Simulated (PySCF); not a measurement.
LiHg: input and log

State: ²Σ⁺ (doublet), unpaired electrons σ ↑.

An equivalent input (the run itself took its basis sets from the Basis Set Exchange, started from a PBE0 density and held the occupation σ 6α 5β, πx 2α 2β, πy 2α 2β, δx 1α 1β, δy 1α 1β):

```python
from pyscf import gto, scf, cc
mol = gto.M(atom='Li 0 0 0; Hg 0 0 3.188', basis={'Li': 'def2-SVP', 'Hg': 'def2-SVP'}, ecp={'Hg': 'def2-SVP'},
            charge=0, spin=1, verbose=4, symmetry='C2v')
mf = scf.UHF(mol)
mf.irrep_nelec = {'A1': (7, 6), 'A2': (1, 1), 'B1': (2, 2), 'B2': (2, 2)}
mf.conv_tol = 1e-9
mf.max_cycle = 60
mf.diis_space = 10
mf.kernel()
mycc = cc.CCSD(mf, frozen=[[39, 40], [39, 40]])
mycc.run(conv_tol=1e-7, conv_tol_normt=1e-5, max_cycle=80, diis_space=8)
et = mycc.ccsd_t()
```

The SCF ended at -159.97157922 hartree. The coupled-cluster part of the log:

```
******** <class 'pyscf.cc.uccsd.UCCSD'> ********
CC2 = 0
CCSD nocc = (12, 11), nmo = (39, 39)
frozen orbitals [[39, 40], [39, 40]]
max_cycle = 80
direct = 0
conv_tol = 1e-07
conv_tol_normt = 1e-05
diis_space = 8
diis_start_cycle = 0
diis_start_energy_diff = 1e+09
Init t2, MP2 energy = -0.378644591510038
Init E_corr(UCCSD) = -0.378644591510335
cycle = 1  E_corr(UCCSD) = -0.3384281295566  dE = 0.040216462  norm(t1,t2) = 0.0899713
cycle = 2  E_corr(UCCSD) = -0.35151122178576  dE = -0.0130830922  norm(t1,t2) = 0.0223646
cycle = 3  E_corr(UCCSD) = -0.350493323912459  dE = 0.00101789787  norm(t1,t2) = 0.0112301
cycle = 4  E_corr(UCCSD) = -0.351571997151545  dE = -0.00107867324  norm(t1,t2) = 0.00556055
cycle = 5  E_corr(UCCSD) = -0.351645295309063  dE = -7.32981575e-05  norm(t1,t2) = 0.00220705
cycle = 6  E_corr(UCCSD) = -0.351533969286048  dE = 0.000111326023  norm(t1,t2) = 0.00112994
cycle = 7  E_corr(UCCSD) = -0.351546425694289  dE = -1.24564082e-05  norm(t1,t2) = 0.000414354
cycle = 8  E_corr(UCCSD) = -0.351557213816031  dE = -1.07881217e-05  norm(t1,t2) = 0.000161656
cycle = 9  E_corr(UCCSD) = -0.35155287985669  dE = 4.33395934e-06  norm(t1,t2) = 4.99606e-05
cycle = 10  E_corr(UCCSD) = -0.351552025721179  dE = 8.54135511e-07  norm(t1,t2) = 1.07679e-05
cycle = 11  E_corr(UCCSD) = -0.351552215704352  dE = -1.89983173e-07  norm(t1,t2) = 4.47316e-06
cycle = 12  E_corr(UCCSD) = -0.351552208355197  dE = 7.34915501e-09  norm(t1,t2) = 2.01836e-06
UCCSD converged
E(UCCSD) = -160.3231314248125  E_corr = -0.3515522083551972
UCCSD(T) correction = -0.00711959100482543
```

T1 diagnostic 0.015, D1 0.047, 23 electrons correlated, 2 of the virtual orbitals (those above 20 hartree) left out.

A point of this curve took 7.3 CPU seconds beside 0.06 for the integrals (shared host).

Correlated steps freeze no core orbitals. Spin–orbit coupling is left out. The state was picked by a PBE0 search and need not be the measured ground state.
